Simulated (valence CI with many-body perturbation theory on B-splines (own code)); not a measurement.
# Tc XXI: one-electron terms

Method: valence CI with perturbative core correlation (CI+MBPT): five valence electrons over a frozen Dirac-Fock core [Ar], radial functions for each j: 7 s, 7 p, 8 d, 6 f, 4 g, 1 h, with the one-electron correlation potential Σ1, the two-electron term Σ2, the three-electron term Σ3, Breit, model QED; selected CI, second order for the rest, scaled by the run's own slope (own B-spline code, finite nucleus).

No measured levels were compared; by estimate terms of the open shell hold to 2 to 4 % of their energy, and close levels can change places. Only levels of the ground parity were solved; by the run's estimate the other parity begins above the list, which can be wrong where configurations are misplaced.

These are the spectroscopic orbitals of the CI (the correlating ones are not listed), shaped by the core and the other valence electrons. h is the expectation value of the core's Dirac-Fock operator, without the valence repulsion; Σ1 is computed up to l = 3 at one energy for each symmetry, that of its lowest orbital but kept below the first core excitation, so for empty shells it is not the orbital's own correlation shift; Breit and QED include the response of the core.

```
Orbital  h (hartree)  Σ1 (cm⁻¹)  Breit (cm⁻¹)  QED (cm⁻¹)  ⟨r⟩ (bohr)
  4s1/2      -25.316      -6652          1334         956      0.8137
  5s1/2      -15.194      -2421           636         459       1.360
  6s1/2       -10.14      -1185           345         251       2.053
  4p1/2      -24.014      -7793          2051       -69.2      0.8246
  5p1/2      -14.566      -2882          1010       -33.1       1.387
  6p1/2      -9.7906      -1423           560       -18.1       2.098
  4p3/2      -23.694      -7551          1294        23.2      0.8369
  5p3/2      -14.415      -2837           638        12.0       1.403
  6p3/2      -9.7078      -1410           366         6.9       2.116
  3d3/2      -42.671     -21074          2768        -353      0.3533
  4d3/2      -21.749      -7609           880       -83.3      0.8325
  5d3/2      -13.496      -3062           432       -38.6       1.434
  3d5/2      -42.471     -20597          1066        -238      0.3557
  4d5/2      -21.683      -7517           390       -50.8      0.8355
  5d5/2      -13.464      -3022           191       -23.2       1.438
  4f5/2      -19.881     -13024          13.4       -35.9      0.7925
  5f5/2      -12.658      -5883           6.3       -19.1       1.421
  4f7/2      -19.865     -12351          -111       -26.4      0.7934
  5f7/2      -12.648      -5549         -55.5       -14.0       1.422
  5g7/2       -12.23                      0.0        -2.7       1.300
  5g9/2      -12.227                     -7.2        -0.5       1.300
```

Among the shells of the start configuration 3d5, Σ1 is largest in size for 3d3/2, where it is 0.23 % of h.

Lowest root of each symmetry, sizes in configuration state functions:

| J | Parity | Roots | Reference | Variational | Second order | Change by selected CI (cm⁻¹) | Change by second order (cm⁻¹) |
| --- | --- | --- | --- | --- | --- | --- | --- |
| 1/2 | even | 4 | 74 | 17972 | 149728 | -17283 | -9 |
| 3/2 | even | 7 | 127 | 27171 | 491307 | -17143 | -30 |
| 5/2 | even | 10 | 152 | 26562 | 632489 | -12044 | -68 |
| 7/2 | even | 7 | 137 | 26298 | 377702 | -15749 | -164 |
| 9/2 | even | 5 | 107 | 26477 | 512867 | -15443 | -110 |
| 11/2 | even | 3 | 67 | 26465 | 262877 | -15595 | -26 |
| 13/2 | even | 1 | 35 | 21588 | 141749 | -16486 | -15 |
